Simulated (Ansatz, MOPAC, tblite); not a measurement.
## CH6NPSi (SMILES C1NP[SiH2]1): the highest harmonic wavenumber at each level's own minimum, rung by rung

CH6NPSi, singlet, SMILES `C1NP[SiH2]1`. Each level relaxes the structure for itself.

Each level gives the highest harmonic wavenumber at each level's own minimum (cm⁻¹). The values are calculated.

```
                             level            kind  program  value (cm⁻¹)
                               AM1  semi-empirical    MOPAC          3447
                               PM3  semi-empirical    MOPAC          3445
                             MNDOD  semi-empirical    MOPAC          3547
                          GFN1-xTB  semi-empirical   tblite          3448
                         HF/STO-3G    Hartree–Fock   Ansatz          3977
                          HF/3-21G    Hartree–Fock   Ansatz          3777
   HF/6-31G* (Cartesian functions)    Hartree–Fock   Ansatz          3786
                      PBE/def2-SVP             GGA   Ansatz          3434
                 PBE0-D4/def2-TZVP   global hybrid   Ansatz          3560
B3LYP/6-31G* (Cartesian functions)   global hybrid   Ansatz          3502
```

Harmonic and unscaled. The values span 3434 to 3977 cm⁻¹.
